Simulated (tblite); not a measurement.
Compound: FGeH9Si3.
SMILES with atom numbers: `[F:1][GeH2:2][SiH2:3][SiH2:4][SiH3:5]` (hydrogens: H6, H7 on Ge2; H8, H9 on Si3; H10, H11 on Si4; H12, H13, H14 on Si5)

Computed with GFN2-xTB (tblite), gas phase: L-BFGS steps from a force-field or distance-geometry start until the largest atomic force falls under 0.01 eV/Å.

Step 15: E = -447.9982 eV
```
atom  x, y, z in Å  |  force x, y, z in eV/Å
F1     -1.6737    2.0993    0.2428    0.044  -0.144   0.010
Ge2    -2.5063    0.5296   -0.0043    0.064   0.065   0.027
Si3    -0.9731   -1.2131    0.4302    0.014  -0.041   0.013
Si4     1.0659   -0.4911    1.2968    0.009   0.019   0.075
Si5     2.4807    0.5362   -0.2347   -0.008   0.004   0.000
H6     -3.6865    0.7822    0.9202   -0.066   0.028   0.025
H7     -3.0540    0.8259   -1.3911   -0.029   0.004  -0.053
H8     -0.8536   -1.9312   -0.8488    0.024   0.022  -0.010
H9     -1.7301   -2.1534    1.2693   -0.016   0.012   0.010
H10     1.6950   -1.6606    1.9487   -0.014   0.034  -0.087
H11     0.7875    0.3838    2.4498   -0.014   0.016  -0.038
H12     1.8711    0.6256   -1.5635   -0.052  -0.011  -0.013
H13     2.8584    1.8941    0.1548    0.012  -0.006   0.021
H14     3.7181   -0.2276   -0.4124    0.033  -0.003   0.020
```

Step 16: E = -447.9997 eV
```
atom  x, y, z in Å  |  force x, y, z in eV/Å
F1     -1.6682    2.0934    0.2441    0.053  -0.089   0.014
Ge2    -2.5077    0.5343   -0.0040    0.055  -0.026   0.022
Si3    -0.9755   -1.2111    0.4301    0.010  -0.059   0.010
Si4     1.0646   -0.4909    1.2980    0.011   0.021   0.055
Si5     2.4801    0.5358   -0.2344    0.021   0.019  -0.025
H6     -3.6894    0.7822    0.9209   -0.058   0.040   0.018
H7     -3.0550    0.8247   -1.3929   -0.027   0.016  -0.043
H8     -0.8518   -1.9318   -0.8484    0.019   0.037   0.006
H9     -1.7304   -2.1547    1.2692   -0.010   0.028   0.000
H10     1.6968   -1.6606    1.9465   -0.020   0.037  -0.081
H11     0.7865    0.3855    2.4498   -0.011   0.013  -0.033
H12     1.8679    0.6250   -1.5649   -0.027  -0.013   0.030
H13     2.8603    1.8955    0.1557   -0.002  -0.046   0.006
H14     3.7212   -0.2276   -0.4118   -0.014   0.022   0.023
```

Step 17: E = -448.0009 eV
```
atom  x, y, z in Å  |  force x, y, z in eV/Å
F1     -1.6629    2.0869    0.2453    0.068  -0.036   0.019
Ge2    -2.5080    0.5372   -0.0035    0.015  -0.094   0.009
Si3    -0.9768   -1.2108    0.4304    0.012  -0.053   0.010
Si4     1.0638   -0.4903    1.2996    0.007   0.028   0.009
Si5     2.4800    0.5357   -0.2343    0.029   0.018  -0.033
H6     -3.6930    0.7834    0.9216   -0.034   0.044   0.002
H7     -3.0567    0.8245   -1.3950   -0.016   0.019  -0.017
H8     -0.8501   -1.9318   -0.8479    0.016   0.041   0.009
H9     -1.7312   -2.1556    1.2690   -0.010   0.030  -0.001
H10     1.6979   -1.6597    1.9437   -0.014   0.023  -0.065
H11     0.7857    0.3866    2.4494   -0.013   0.021  -0.015
H12     1.8652    0.6245   -1.5653   -0.012  -0.014   0.053
H13     2.8620    1.8958    0.1561   -0.009  -0.060  -0.001
H14     3.7235   -0.2269   -0.4112   -0.040   0.034   0.022
```

Step 18: E = -448.0021 eV
```
atom  x, y, z in Å  |  force x, y, z in eV/Å
F1     -1.6560    2.0788    0.2469    0.079   0.005   0.023
Ge2    -2.5087    0.5377   -0.0031   -0.037  -0.134  -0.007
Si3    -0.9780   -1.2120    0.4313    0.025  -0.031   0.014
Si4     1.0635   -0.4891    1.3015   -0.002   0.038  -0.047
Si5     2.4808    0.5362   -0.2349    0.016   0.005  -0.022
H6     -3.6979    0.7866    0.9217   -0.001   0.041  -0.018
H7     -3.0594    0.8258   -1.3973    0.001   0.017   0.016
H8     -0.8481   -1.9314   -0.8471    0.015   0.036   0.003
H9     -1.7327   -2.1567    1.2684   -0.014   0.022   0.004
H10     1.6990   -1.6581    1.9405   -0.003   0.002  -0.045
H11     0.7847    0.3877    2.4494   -0.014   0.030   0.004
H12     1.8624    0.6237   -1.5647   -0.002  -0.013   0.059
H13     2.8642    1.8955    0.1560   -0.011  -0.053  -0.002
H14     3.7256   -0.2252   -0.4107   -0.049   0.034   0.019
```

**Question.** Estimate the geometry and energy of step 19. (The exact step hangs on the optimiser's Hessian estimate; all steps are aligned on step 18, rigid shifts and turns removed.)

**Answer.** E = -448.0038 eV, largest force 0.165 eV/Å
```
atom  x, y, z in Å  |  force x, y, z in eV/Å
F1     -1.6457    2.0675    0.2492    0.079   0.027   0.023
Ge2    -2.5108    0.5353   -0.0027   -0.087  -0.139  -0.022
Si3    -0.9790   -1.2146    0.4329    0.042   0.002   0.020
Si4     1.0632   -0.4868    1.3034   -0.012   0.049  -0.101
Si5     2.4825    0.5371   -0.2361   -0.018  -0.016   0.007
H6     -3.7045    0.7926    0.9210    0.038   0.034  -0.039
H7     -3.0634    0.8288   -1.3996    0.022   0.010   0.053
H8     -0.8453   -1.9305   -0.8461    0.013   0.026  -0.008
H9     -1.7355   -2.1582    1.2677   -0.019   0.007   0.013
H10     1.7007   -1.6562    1.9359    0.006  -0.017  -0.024
H11     0.7831    0.3896    2.4500   -0.014   0.035   0.017
H12     1.8588    0.6226   -1.5630    0.003  -0.011   0.049
H13     2.8672    1.8945    0.1554   -0.010  -0.029   0.000
H14     3.7280   -0.2222   -0.4101   -0.043   0.022   0.012
```

The energy changes by -0.0016 eV. The first-order estimate −F·Δx gives -0.0021 eV and the mean of the old and new forces, exact on a quadratic surface, -0.0016 eV. The step makes an angle of 65° with the force vector and moves no atom by more than 0.015 Å.

What follows is the cost of the whole relaxation. The run took 1.7 s of wall time on one thread of an Arm Neoverse N1, no GPU, on a shared host.
